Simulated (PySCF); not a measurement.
## Checking a proposed structure

A compound C₄H₁₀FNSi gives the data below (simulated from a calculation) and was assigned the structure `F[C@@H]([SiH3])[C@H]1CCN1`.

13C{1H} NMR (computed): δ 87.8 (CH), 59.2 (CH2, 2C), -6.3 (CH3).

1H NMR (600 MHz, computed): δ 5.46 (m, 1H), 4.69 (q, 2H), 4.04 (m, 2H), 3.88 (m, 2H), 0.16 (t, 3H).

Computed data (PySCF): GFN2-xTB geometry, shieldings: GIAO PBE0/pcSseg-1. Averaged over atoms made equivalent by symmetry, fast rotation or ring inversion, gas phase, one computed conformer, relativity neglected.

Shifts are taken against calculated references (same method and geometry level): 1H (31.72 ppm) and 13C (186.93 ppm) vs TMS.

Question: Compare with the shifts computed for the proposed structure, pairing carbons in order of shift.

Answer: Atom-mapped SMILES (the numbers label the heavy atoms): `[F:1][C@@H:2]([SiH3:3])[C@H:4]1[CH2:5][CH2:6][NH:7]1`. Hydrogens are named by the atom that carries them.

```csv
atom,computed for proposal,given list,difference
C2,104.8,87.8,+17.0
C4,62.0,59.2,+2.8
C6,43.2,59.2,-16.0
C5,23.3,-6.3,+29.6
```

The rms difference is 18.9 ppm and the largest +29.6 ppm at C5 (sp3 CH2 in a ring). The proposal also would give 4 carbon signals, not 3. The carbon types in order of shift don't match either: CH, CH, CH2, CH2 for the proposal against CH, CH2, CH2, CH3 in the data. The proposal doesn't fit.

Question: Which isomer fits?

Answer: `C[SiH2]N1CC(F)C1`.

1. Carbon types of the structure: 1 × CH, 2 × CH2, 1 × CH3, leaving 2 H on heteroatoms.
2. δC 87.8: sp3 CH bonded to F; deshielded by the electronegative neighbour.
3. δC -6.3: methyl carbon bonded to Si; an electropositive neighbour leaves it electron-rich and shielded.
4. δH 5.46: hydrogen on an sp3 CH bonded to F; its carbon carries F, which withdraws density.
5. δH 0.16: hydrogen on a methyl carbon bonded to Si; an electropositive neighbour shields it, as in TMS itself.

Other isomers checked: N[Si@@H](F)C1CCC1 (rms 43.8 ppm).

The data come from this structure; uniqueness wasn't tested.

Splittings by 19F in the carbon and heteronuclear signals aren't shown, as no couplings were computed. Shifts are as computed. Against solution values, carbons near 30 ppm lie about +3 ppm off and those near 130 ppm about +5 ppm. Of 1309 compounds with measured shifts, 239 miss one by over three times the rms of a fit or turn the order of signals round; such compounds aren't used in these exercises. No couplings were computed; multiplicities are counted from neighbouring protons, with m where these are inequivalent, close in shift, in a saturated or five-membered ring or joined by F or P, and br s for small geminal =CH2 splittings.
